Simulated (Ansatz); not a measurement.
Consider the homolysis of the Cl–Si bond: `O[SiH2][SiH](O)Cl` → Cl• + `O[SiH][SiH2]O`•.

Calculated with Ansatz (gas phase, PBE0-D4/def2-TZVP geometries, no zero-point term in ΔE). CBS: MP2 limit from def2 TZ/QZ plus the TZ coupled-cluster correction, frozen cores. This one scheme is used for every species, atoms too. Functionals use def2-TZVPP. B3LYP here is the variant with VWN-RPA as its local correlation; programs differ in this. No spin–orbit coupling; open shells (•) take unrestricted orbitals. Spin–orbit coupling would lower the free atoms: a little for Cl. One conformer a species, not always the lowest.

Q: What is ΔE at CCSD(T)/CBS? (Best estimate.)

A: Computed: +479.5 kJ/mol.

Q: What do these levels give: r2SCAN-D4, B3LYP-D4, ωB97M-V, PBE, r2SCAN, MP2/CBS(def2)? (An estimate is asked.)

A: Computed: r2SCAN-D4 465.7, B3LYP-D4 456.9, ωB97M-V 483.4, PBE 459.6, r2SCAN 463.8, MP2/CBS(def2) 504.1 kJ/mol.

Largest T1 diagnostic among the species: 0.015.

In def2-TZVPP, CCSD(T) changes the Hartree–Fock value by +98.8 kJ/mol (the triples alone add +9.4 kJ/mol) and MP2 by +123.4 kJ/mol; breaking electron pairs costs correlation energy, which Hartree–Fock lacks. The D4 term adds +11.7 kJ/mol with B3LYP and +6.3 kJ/mol with PBE0; it sums over pairs of atoms, weighted by their polarisabilities, and B3LYP, whose exchange is more repulsive, gets the larger term.
